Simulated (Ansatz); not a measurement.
# Energy profile

The step: SiF₂ + HCl → SiHClF₂ ([F][SiH]([F])[Cl]); bonds formed: Si1–H4, Si1–Cl5; bonds broken: H4–Cl5 (atoms numbered as in the saddle structure below).

Si1  (0.316, -0.283, 0.493)
F2  (-1.016, -0.473, 1.326)
F3  (0.497, -1.634, -0.313)
H4  (0.667, 1.150, -0.199)
Cl5  (-0.465, 1.241, -1.308)
(Å)

Electronic energies by CCSD(T) at an estimated basis limit (MP2 extrapolated from triple and quadruple zeta, plus CCSD(T) − MP2 in triple zeta), on PBE0-D4/def2-TZVP structures; SiHClF$_{2}$, singlet; no counterpoise correction. Program: Ansatz 0.2.0. Basis: def2-TZVPP and def2-QZVPP. Cores are frozen in the correlated methods. Extrapolation: Hartree–Fock as exp(−7.88 √X), correlation as X^−2.97.

Problem. Give the profile in kJ/mol, counted from the separated reactants. (Judge from chemistry; the value comes from the calculation.)

Solution. By the calculation:
| point | kJ/mol |
| --- | --- |
| separated: SiF$_{2}$ (linked as [F][Si][F]; Si1, F2, F3; singlet) + HCl (H4, Cl5; singlet) | 0.0 |
| start structure | -6.3 |
| saddle | 79.6 |
| end structure | -247.6 |

T1 diagnostic: at most 0.015. The restricted Hartree–Fock reference is unstable towards an unrestricted one at one or more of these structures.

Losses and insertions of silylenes and their heavier kin drive the gas-phase chemistry of silicon and germanium vapour deposition.

For scale, one of the runs: CCSD(T)/def2-TZVPP, 160 basis functions, launched by `ansatz run in.yaml --threads 2 --pin off --events-out ev --progress --plain --max-ram 4352MiB`. Time: 34 s of wall clock on 2 CPU threads of an Arm Neoverse V2; the host was shared. Peak host memory: 1.2 GiB.
